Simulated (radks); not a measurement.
In3+, configuration [Kr] 4d10. Method: scalar-relativistic Kohn-Sham, PBE, spin-unpolarised, spherical densities, finite nucleus; Fermi nuclear charge, rms radius 4.6156 fm; computed with a radial shooting solver on a logarithmic mesh with Libxc functionals.

Local quantities along the radius. ELF = 1/(1 + alpha^2) is the electron localisation function; alpha = (tau - tau_W)/tau_unif compares the Pauli kinetic energy density with that of the uniform gas; r v_xc is r times the local exchange-correlation potential (hartree bohr). tau is taken from the large components.

r (bohr)	ELF	alpha	r v_xc
0.001511	0.999	0.02301	-0.1130
0.001967	0.999	0.02368	-0.1293
0.002562	0.999	0.02506	-0.1509
0.003336	0.999	0.02740	-0.1783
0.004309	0.999	0.03104	-0.2110
0.00561	0.999	0.03703	-0.2512
0.007306	0.998	0.04690	-0.2977
0.009513	0.996	0.06399	-0.3492
0.01239	0.991	0.09573	-0.4027
0.016	0.976	0.1572	-0.4520
0.02083	0.920	0.2949	-0.4939
0.02713	0.733	0.6033	-0.5221
0.03533	0.430	1.152	-0.5383
0.046	0.316	1.472	-0.5646
0.05942	0.463	1.077	-0.6663
0.07737	0.698	0.6570	-0.8047
0.1007	0.749	0.5782	-0.8878
0.1312	0.541	0.9217	-0.8886
0.1695	0.313	1.482	-0.8680
0.2207	0.495	1.010	-1.030
0.2873	0.748	0.5807	-1.196
0.3741	0.704	0.6481	-1.160
0.4872	0.260	1.689	-0.9548
0.6293	0.301	1.526	-0.9928
0.8195	0.736	0.5990	-1.216
1.067	0.744	0.5863	-1.224
1.389	0.537	0.9276	-1.044
1.809	0.229	1.833	-0.7782
2.337	0.054	4.206	-0.5702
3.043	0.006	13.27	-0.4299
3.963	0.000	69.04	-0.2147

On this mesh the ELF has minima near r = 0.046, 0.17, 0.55 bohr, which separate the shells, and maxima near 0.088 (0.75), 0.33 (0.77), 0.94 (0.77).
